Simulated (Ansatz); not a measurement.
Reaction (substitution at a C–Ga bond): `O=[CH][GaH2]` + `O[SiH2][SiH3]` → `O=CO[SiH2][SiH3]` + `[GaH3]`

Isolated molecules relaxed with PBE0-D4/def2-TZVP in Ansatz; ΔE leaves out vibrations. CCSD(T)/CBS adds triple-zeta CCSD(T) − MP2 to the extrapolated MP2 energy (def2 sets, frozen cores). Functionals use def2-TZVPP. B3LYP here is the variant with VWN-RPA as its local correlation; programs differ in this. For Ga outer-core shells are correlated without core-valence functions, which leaves a few kJ/mol of doubt a bond. Scalar relativity is left out up to krypton. One conformer a species, not always the lowest.

Question: Is it downhill or uphill in electronic energy at CCSD(T)/CBS, and by how much? (An estimate is asked.)

Answer: The calculation gave: Downhill: ΔE = -0.57 eV.

Question: What do these levels give: LDA (SPW92), PBE-D4, r2SCAN0-D4, BHLYP-D4, ωB97X-V, PBE, revPBE, PBE0, B3LYP, BHLYP, CCSD(T)/def2-SVP, CCSD/def2-TZVPP? (Estimate.)

Answer: Ansatz gave: LDA (SPW92) -0.80, PBE-D4 -0.64, r2SCAN0-D4 -0.73, BHLYP-D4 -0.71, ωB97X-V -0.71, PBE -0.60, revPBE -0.52, PBE0 -0.65, B3LYP -0.59, BHLYP -0.67, CCSD(T)/def2-SVP -0.90, CCSD/def2-TZVPP -0.61 eV.

Question: What do rigid-rotor, harmonic-oscillator terms from PBE0-D4/def2-TZVP frequencies (298.15 K, 1 bar) make of the CCSD(T)/CBS value? (Best estimate.)

Answer: Computed: ΔZPE = -0.02 eV, ΔH = -0.60 eV, ΔS = -43 J/(mol·K), ΔG = -0.47 eV.

Largest T1 diagnostic among the species: 0.017.

At CCSD(T), def2-SVP lies −0.33 eV from the extrapolated value and def2-TZVPP −0.05 eV. Leaving LDA and LC-ωPBE aside and taking each functional with its dispersion term where it has one, the values, not all of them listed here, spread over 0.17 eV, from B97M-V to BLYP-D4. LDA lies −0.21 eV from PBE without D4.
